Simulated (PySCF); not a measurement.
Mg(tBu)(OSiH3), SMILES C[C](C)(C)[Mg][O][SiH3] (C₄H₁₂MgOSi), GFN2-xTB optimised geometry.

```
19

Mg    -0.48    -1.12     0.00
C     -1.41     0.75     0.00
C     -0.94     1.48    -1.25
C     -2.93     0.61     0.01
C     -0.93     1.49     1.24
H     -1.31     2.51    -1.25
H     -1.31     0.99    -2.15
H      0.15     1.50    -1.28
H     -3.28     0.08    -0.87
H     -3.27     0.08     0.90
H     -3.39     1.60     0.01
H     -1.28     1.00     2.15
H      0.16     1.51     1.26
H     -1.29     2.52     1.24
O      1.31    -1.12     0.00
Si     2.90    -1.13     0.00
H      3.39    -0.51    -1.25
H      3.39    -2.52     0.09
H      3.39    -0.35     1.16
```

Density from B3LYP/def2-SVP run with PySCF 2.14.0 at that geometry.

Minimum of the electron density along straight lines between bonded atoms, close to the bond critical point (lines longer than 1.1 times the sum of covalent radii, or with two minima, are not listed):

| bond | length / Å | ρ at the minimum / e bohr⁻³ | ∇²ρ there / e bohr⁻⁵ | position (fraction from the first atom) |
|---|---|---|---|---|
| Mg1–C2 | 2.096 | … | 0.25 | 0.42 |
| C2–C3 | 1.518 | 0.247 | -0.55 | 0.49 |
| C2–C4 | 1.520 | 0.247 | -0.56 | 0.49 |
| C2–C5 | 1.518 | 0.247 | -0.55 | 0.49 |
| C3–H6 | 1.095 | 0.272 | -0.97 | 0.62 |
| C3–H7 | 1.093 | 0.274 | -0.98 | 0.62 |
| C3–H8 | 1.092 | 0.276 | -1.00 | 0.62 |
| C4–H9 | 1.090 | 0.275 | -0.99 | 0.62 |
| C4–H10 | 1.090 | 0.275 | -0.99 | 0.62 |
| C4–H11 | 1.096 | 0.272 | -0.96 | 0.62 |
| C5–H12 | 1.093 | 0.274 | -0.98 | 0.62 |
| C5–H13 | 1.092 | 0.276 | -1.00 | 0.62 |
| C5–H14 | 1.095 | 0.272 | -0.97 | 0.62 |
| Mg1–O15 | 1.790 | … | 0.70 | 0.45 |
| O15–Si16 | 1.593 | … | 1.24 | 0.59 |
| Si16–H17 | 1.476 | 0.115 | 0.31 | 0.49 |
| Si16–H18 | 1.475 | 0.115 | 0.32 | 0.49 |
| Si16–H19 | 1.477 | 0.115 | 0.31 | 0.49 |

Problem. What belongs in the gaps?

Solution. 
- Mg1–C2, ρ at the minimum / e bohr⁻³: 0.053
- Mg1–O15, ρ at the minimum / e bohr⁻³: 0.070
- O15–Si16, ρ at the minimum / e bohr⁻³: 0.139
